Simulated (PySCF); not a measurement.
Atoms are numbered as in `[F:1][C:2]([F:3])([F:4])[c:5]1[cH:6][n:7][n:8]([SiH3:9])[n:10]1` (H(Xn): hydrogen on atom n).

[PySCF 2.14: GIAO PBE0/pcSseg-1 shieldings; structure optimised with GFN2-xTB; single conformer; averaged over atoms made equivalent by symmetry, fast rotation or ring inversion; non-relativistic; no solvent model]

Chemical shifts δ = σref − σ; TMS for 13C (σref 186.93) and 1H (σref 31.72) and 29Si (σref 349.16); 19F (σref 170.95) against CFCl3; NH3 for 15N (σref 267.73), all at this level.

| atoms | nucleus | count | Hirshfeld charge | δ (ppm) |
| --- | --- | --- | --- | --- |
| N7 | 15N | 1 | -0.12 | ? |
| H(C6) | 1H | 1 | 0.07 | 8.20 |
| Si9 | 29Si | 1 | 0.40 | -40.1 |
| C6 | 13C | 1 | -0.02 | 141.6 |
| C2 | 13C | 1 | 0.26 | 131.1 |
| H(Si9) | 1H | 3 | -0.06 | ? |
| N10 | 15N | 1 | -0.12 | 387.5 |
| C5 | 13C | 1 | -0.02 | ? |
| F1/F3/F4 | 19F | 3 | -0.10 | -75.2 |
| N8 | 15N | 1 | 0.01 | 277.0 |

Problem. Estimate the values marked ?.

Solution. 
- C5: 148.2 ppm, substituted aromatic carbon next to a ring nitrogen
- H(Si9): 5.38 ppm, hydrogen on a silicon bonded to N
- N7: 379.1 ppm, pyridine-type nitrogen of an azole

Shifts are as computed. Against solution values, carbons near 30 ppm lie about +3 ppm off and those near 130 ppm about +5 ppm. Of 1211 compounds with measured shifts, 218 miss one by over three times the rms of a fit or turn the order of signals round; such compounds aren't used in these exercises. Unscaled 19F shifts against computed CFCl3 carry errors that often reach 10 to 50 ppm. Experimental scales use liquid or dissolved standards, which lie at an offset from isolated NH3 (liquid NH3: subtract about 20 ppm). Unscaled 15N shifts of sp2 nitrogen come out 20 to 40 ppm too high even then.
